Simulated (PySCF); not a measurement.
**How methods differ on the interval between two levels of Ir⁺**

Ir⁺ [Xe] 4f14 5d7 6s1 [5F5, M_J = 5] → Ir⁺ [Xe] 4f14 5d8 [3F4, M_J = 4], as a difference of total energies. Computed with PySCF 2.14 in x2c-SVPall-2c with one added diffuse shell each of s, d type (8s9p10d2f, 99 functions), with the two-component X2C-1e Hamiltonian. Correlated levels: [Kr] 4d10 4f14 frozen; the 22 highest virtual spinors dropped. "Screened" scales the spin-orbit matrix elements by Boettger's factors to mimic the two-electron term; Breit and QED terms are absent.

| method | interval between two levels (cm⁻¹) |
| --- | --- |
| GHF (spin-free) | 5469.6 |
| GMP2 (spin-free) | 1578.2 |
| GHF (screened spin-orbit) | 7255.2 |
| GMP2 (screened spin-orbit) | 3349.4 |

The spin-free rows relax to the high-spin LS determinant and lack the spin-orbit shift.

Errors of the correlated levels include the incompleteness of this basis and the frozen core.

The labels give the starting determinants; with spin-orbit coupling the two ends relaxed to ⟨J²⟩ = 30.01, ⟨L²⟩ = 12.84, ⟨S²⟩ = 5.77 and ⟨J²⟩ = 20.15, ⟨L²⟩ = 12.60, ⟨S²⟩ = 2.18.

Problem. Which method comes closest to the reference value, and which is furthest?

Solution. The reference is 2262.8 cm⁻¹ (measured; NIST Handbook of Basic Atomic Spectroscopic Data (Sansonetti and Martin, J. Phys. Chem. Ref. Data 34, 1559 (2005))). Closest: GMP2 (spin-free) (error -684.59 cm⁻¹); furthest: GHF (screened spin-orbit) (error 4992.5 cm⁻¹).
